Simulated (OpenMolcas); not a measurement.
**Au2+: moving or changing the point charges**

Au2+ among 6 point charges of -1.7 e arranged as an octahedron (Oh), 2.24 Å from the ion.
```
   2.2400    0.0000    0.0000  -1.70
   0.0000    2.2400    0.0000  -1.70
  -2.2400    0.0000    0.0000  -1.70
   0.0000   -2.2400    0.0000  -1.70
   0.0000    0.0000    2.2400  -1.70
   0.0000    0.0000   -2.2400  -1.70
```

| Quantity | Value |
| --- | --- |
| Program | OpenMolcas |
| Method | SS-CASPT2, IPEA 0.25 Eh, imaginary shift 0.1 Eh (closed shells correlated: 5s 5p) |
| Basis | ANO-RCC-VDZP [7s6p4d2f] |
| Scalar Hamiltonian | DKH2, point nucleus |
| Active space | 9 electrons in 5 orbitals (5d) |
| State averaging | 2S+1 = 2 even, 5 roots |
| Spin-orbit coupling | state interaction with AMFI integrals over the reference wave functions |

Runs around this geometry, states (labels of O, the rotations of Oh). Energies in cm-1 above the lowest state or level, χT in cm3 K/mol; 10Dq is the gap between the two states.

```
R (Å)  q (e)  Ground state  First state of that spin  10Dq  First gap with spin-orbit (degeneracies)  χT at 300 K
 2.24  -1.36            2E                  2T2 5240  5238                               3790 (4, 2)        1.044
 2.05   -1.7            2E                  2T2 9640  9642                               7460 (4, 2)        0.942
 2.24   -1.7            2E                  2T2 6530  6532                               4830 (4, 2)        1.012
 2.47   -1.7            2E                  2T2 4200  4203                               2990 (4, 2)        1.071
```

Taking |10Dq| as R^-n, n = -ln(4203 / 9642) / ln(2.47 / 2.05) = 4.5 between the shortest and longest distance. The point-charge formula for a cubic d site gives n = 5.

Scaling the charges by -1.36 / -1.7 = 0.80 scales |10Dq| by 5238 / 6532 = 0.80; with fixed orbitals a first-order splitting would follow the charge.

Roots that are degenerate in the reference are averaged as groups; the widest CASPT2 spread within a group is 50 cm-1 (the 2-fold group of multiplicity 2 near 0 cm-1 above the lowest state of its run, R = 2.05, q = -1.7). Shifts and gaps below about the spread of the groups concerned are not significant. An orbital doublet at a regular site is open to a Jahn-Teller distortion, which this geometry leaves out. Free-ion shares, where given, are those of the reference states; single-state CASPT2 does not remix them. The ground term spreads over less than 5000 cm-1, several times less than with real ligands, so orbital moments are less quenched and χT lies further from the spin-only value than at real sites (holds for R = 2.47, q = -1.7). Point charges carry no covalency, so the field is a model and not that of real ligands. No measured value stands beside these numbers.
